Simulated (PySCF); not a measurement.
**Continuum solvent and chemical shifts**

Atom-mapped SMILES (the numbers label the heavy atoms): `[CH3:1][CH2:2][c:3]1[p:4][c:5]([CH3:6])[p:7][c:8]([F:9])[p:10]1` (H(Xn): hydrogen on atom n).

GIAO PBE0/pcSseg-1 in PySCF 2.14.0 with density-fitted response routines on one PBE0-D3(BJ)/def2-SVP conformer, non-relativistic, equivalent nuclei averaged. Solvents enter as an IEF-PCM continuum (benzene with ε = 2.3, methanol with ε = 32.6) around the gas-phase geometry. Shifts are referred to TMS, CFCl3 computed in the same medium.

Gas phase, δ in ppm: C8 252.2, C3 223.5, C5 214.3, C2 39.5, C6 30.7, C1 28.6, F9 -42.4, H(C2) 3.46, H(C6) 3.36, H(C1) 1.37. Dipole moment 2.24 D.

Problem. How does each δ change in the continuum?

Solution. 
| atoms | environment | Δδ, benzene | Δδ, methanol |
| --- | --- | --- | --- |
| C8 | aromatic carbon bearing fluorine | +0.2 | +0.5 |
| C3 | substituted aromatic carbon | +1.6 | +3.5 |
| C5 | substituted aromatic carbon | +2.0 | +4.3 |
| C2 | sp3 CH2 on an aromatic ring | +0.5 | +1.1 |
| C6 | methyl carbon on an aromatic ring | +0.5 | +1.2 |
| C1 | methyl carbon | +0.4 | +0.9 |
| F9 | aryl fluorine | -4.0 | -8.2 |
| H(C2) | hydrogen on an sp3 CH2 on an aromatic ring | +0.05 | +0.12 |
| H(C6) | hydrogen on a methyl carbon on an aromatic ring | +0.06 | +0.12 |
| H(C1) | hydrogen on a methyl carbon | +0.02 | +0.03 |

Changes are relative to the gas phase. The dipole moment becomes 2.59 D in benzene, 3.03 D in methanol.

Problem. Which of the listed nuclei move most (in ppm), and what does the model miss?

Solution. F9 (aryl fluorine, -8.2 ppm) in methanol. A continuum only polarises the solute; specific hydrogen bonds, the anisotropy of aromatic solvents and changes of geometry or conformer are outside it.
